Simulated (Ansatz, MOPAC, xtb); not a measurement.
The molecule CoS, multiplicity 4 (the spin of the measured ground state). No spin–orbit coupling. Co is treated without relativity.

Constants: fifth-degree fit in 1/R to seven points, most abundant isotopes. Runs in def2 and cc sets follow the lowest solution found near the PBE0 minimum.

Run with Ansatz (Gaussian orbitals); MOPAC for PM7 (differences of heats of formation); xtb for the GFN methods. Each number belongs to the level named beside it. The GFN methods have no spin term and hold the electronic entropy of 300 K.

```json
[
 {"level": "PM7", "r_e (Å)": "2.005", "ω_e (cm⁻¹)": "554", "ω_e x_e (cm⁻¹)": "1.1", "α_e (cm⁻¹)": "0.00048", "D_e (eV)": "-", "dipole (D)": "-"},
 {"level": "GFN1-xTB", "r_e (Å)": "1.963", "ω_e (cm⁻¹)": "601", "ω_e x_e (cm⁻¹)": "4.1", "α_e (cm⁻¹)": "0.0016", "D_e (eV)": "-", "dipole (D)": "-"},
 {"level": "GFN2-xTB", "r_e (Å)": "1.993", "ω_e (cm⁻¹)": "496", "ω_e x_e (cm⁻¹)": "4.1", "α_e (cm⁻¹)": "0.0019", "D_e (eV)": "-", "dipole (D)": "-"},
 {"level": "SVWN5/def2-TZVPP", "r_e (Å)": "1.944", "ω_e (cm⁻¹)": "547", "ω_e x_e (cm⁻¹)": "1.8", "α_e (cm⁻¹)": "0.0010", "D_e (eV)": "5.17", "dipole (D)": "3.33"},
 {"level": "PBE/def2-TZVPP", "r_e (Å)": "1.980", "ω_e (cm⁻¹)": "518", "ω_e x_e (cm⁻¹)": "1.8", "α_e (cm⁻¹)": "0.0010", "D_e (eV)": "4.21", "dipole (D)": "3.69"},
 {"level": "r2SCAN/def2-TZVPP", "r_e (Å)": "1.967", "ω_e (cm⁻¹)": "537", "ω_e x_e (cm⁻¹)": "1.7", "α_e (cm⁻¹)": "0.00098", "D_e (eV)": "3.89", "dipole (D)": "4.35"},
 {"level": "B97M-V/def2-TZVPP", "r_e (Å)": "1.984", "ω_e (cm⁻¹)": "526", "ω_e x_e (cm⁻¹)": "1.8", "α_e (cm⁻¹)": "0.00096", "D_e (eV)": "3.67", "dipole (D)": "4.52"},
 {"level": "B3LYP/def2-TZVPP", "r_e (Å)": "1.986", "ω_e (cm⁻¹)": "520", "ω_e x_e (cm⁻¹)": "1.7", "α_e (cm⁻¹)": "0.00096", "D_e (eV)": "3.37", "dipole (D)": "4.51"},
 {"level": "PBE0/def2-TZVPP", "r_e (Å)": "1.972", "ω_e (cm⁻¹)": "536", "ω_e x_e (cm⁻¹)": "1.6", "α_e (cm⁻¹)": "0.00092", "D_e (eV)": "3.40", "dipole (D)": "4.99"},
 {"level": "BHLYP/def2-TZVPP", "r_e (Å)": "2.003", "ω_e (cm⁻¹)": "514", "ω_e x_e (cm⁻¹)": "1.9", "α_e (cm⁻¹)": "0.00092", "D_e (eV)": "2.18", "dipole (D)": "6.13"},
 {"level": "B2PLYP/def2-TZVPP", "r_e (Å)": "1.942", "ω_e (cm⁻¹)": "566", "ω_e x_e (cm⁻¹)": "0.12", "α_e (cm⁻¹)": "0.00079", "D_e (eV)": "-", "dipole (D)": "-"}
]
```

D_e counts from each atom's lowest state at the same level, without counterpoise or zero-point energy.

Correlated levels freeze the inner cores; with def2 sets outer-core shells near the valence are correlated too. The state that PM7 reach isn't checked; PM7 holds dispersion and hydrogen-bond terms.

Measured for the ground state: D_0 3.467 ± 0.005 eV [Morse and co-workers].

Ansatz is a quantum-chemistry and plane-wave program.
